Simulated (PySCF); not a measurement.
Polarisability and C₆ of Ga²⁺ (gallium, charge +2)

[Ar] 3d10 4s1, 2S determinant. Computed with PySCF 2.14 in aug-cc-pwCVTZ-PP with ECP10MDF (8s7p6d4f1g, 96 functions), with scalar relativity through the core potential. Coupled (time-dependent) response in atomic units; α is the mean over directions.

```csv
method,mean α (bohr³),C₆ (like pair),S(−4)
UHF,12.12,38.03,138.3
PBE,9.313,28.58,71.81
PBE0,9.880,30.32,83.88
r2SCANh,10.29,33.16,84.76
M06-L,9.821,30.70,79.56
```

S(−4) is the Cauchy moment in α(ω) = α(0) + S(−4) ω² + …

α(iu) at M06-L:

| u (hartree) | α(iu) (bohr³) |
| --- | --- |
| 0 | 9.821 |
| 0.0500 | 9.627 |
| 0.100 | 9.095 |
| 0.200 | 7.516 |
| 0.300 | 5.954 |
| 0.500 | 3.861 |
| 0.750 | 2.571 |
| 1.00 | 1.913 |
| 1.50 | 1.264 |
| 2.00 | 0.9403 |
| 3.00 | 0.6110 |
| 5.00 | 0.3350 |

A single London oscillator, α(iu) = α/(1 + u²/ω²), gives C₆ = (3/4) ω α². Matching the computed C₆ needs ω = 4 × 30.70 / (3 × 9.821²) = 0.424 hartree.

For an ion, C₆ is the dispersion term alone; charge-induced terms of lower order in 1/R come first.

Energies and moments cover only the electrons outside the core potential.
